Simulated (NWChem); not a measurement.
# C2H5NOSi; SMILES C(#N)O[SiH2]C

```xyz
10

C     -1.2113    -1.6004     0.1738
Si     0.5194    -1.0142    -0.2154
O      0.7623     0.5683     0.4357
C      0.0511     1.5849     0.0792
N     -0.5772     2.5219    -0.2187
H     -1.9624    -0.9305    -0.2592
H     -1.3810    -1.6524     1.2546
H     -1.3731    -2.6016    -0.2444
H      1.5754    -1.7933     0.4647
H      0.7722    -0.9309    -1.6738
```
Atoms are numbered in this order, from 1.

Computed with NWChem. Medium grid unless said otherwise, to which SCAN and Minnesota functionals are sensitive. Coordinates come from a B3LYP/6-31G* (spherical d) optimisation. Total energies of different functionals are on different scales.

| level | energy (Ha) | highest occupied level (eV) | orbital gap (eV) | dipole (D) |
|---|---|---|---|---|
| PBE/def2-SVP | -498.0493 | -6.96 | 6.01 | 4.75 |
| B3LYP/def2-SVP | -498.4697 | -8.13 | 7.93 | 4.78 |
| Hartree-Fock/def2-SVP | -496.6588 | -11.90 | 15.41 | 5.05 |
| r2SCAN/def2-SVP | -498.3033 | -7.36 | 6.71 | 4.89 |
| PBE0/def2-SVP | -498.0855 | -8.45 | 8.41 | 4.87 |
| LDA (Slater exchange, VWN5)/def2-SVP | -495.5750 | -7.14 | 5.93 | 4.81 |
